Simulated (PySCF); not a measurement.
## Spinor energies of Er⁶³⁺ (erbium, charge +63)

Start: [He] 2s2 2p1; 2p3/2 filled at m_j = +3/2. Calculated with PySCF 2.14 in an even-tempered Gaussian basis (17 s from 47 bohr⁻², ratio 2.4; 13 p from 60 bohr⁻², ratio 2.4; 5 d from 190 bohr⁻², ratio 2.6; 4 f from 290 bohr⁻², ratio 2.6): generalised Hartree-Fock with the X2C-1e Hamiltonian and a Gaussian nucleus; one run each with spin-orbit coupling (SO) screened by Boettger's factors, then bare. This is a chosen level, not necessarily the ground level.

| spinor shell | electrons | ε, screened SO (eV) | ε, bare SO (eV) | weight of nominal j (bare SO) | rms radius, bare SO (bohr) |
| --- | --- | --- | --- | --- | --- |
| 1s1/2 | 2 | -64748.4 | -64748.7 | 1.000 | 0.0230 |
| 2s1/2 | 2 | -15709.1 | -15709.2 | 1.000 | 0.0895 |
| 2p3/2 | 1 | -14521.0 | -14512.6 | 1.000 | 0.0815 |

| quantity | screened SO | bare SO |
| --- | --- | --- |
| E (hartree) | -6620.00989 | -6619.70031 |
| M_J | 3/2 | 3/2 |
| ⟨J²⟩ | 3.750 | 3.750 |
| ⟨L²⟩ | 2.000 | 2.000 |
| ⟨S²⟩ | 0.750 | 0.750 |

Each row is a mean over spinors that exchange with the open shell spreads, by up to 59.097 eV (2s1/2).

Breit and QED terms are absent; they matter most for the inner s and p1/2 levels.

Densities and radii are taken from the X2C orbitals without a picture-change correction, which distorts them close to the nucleus.
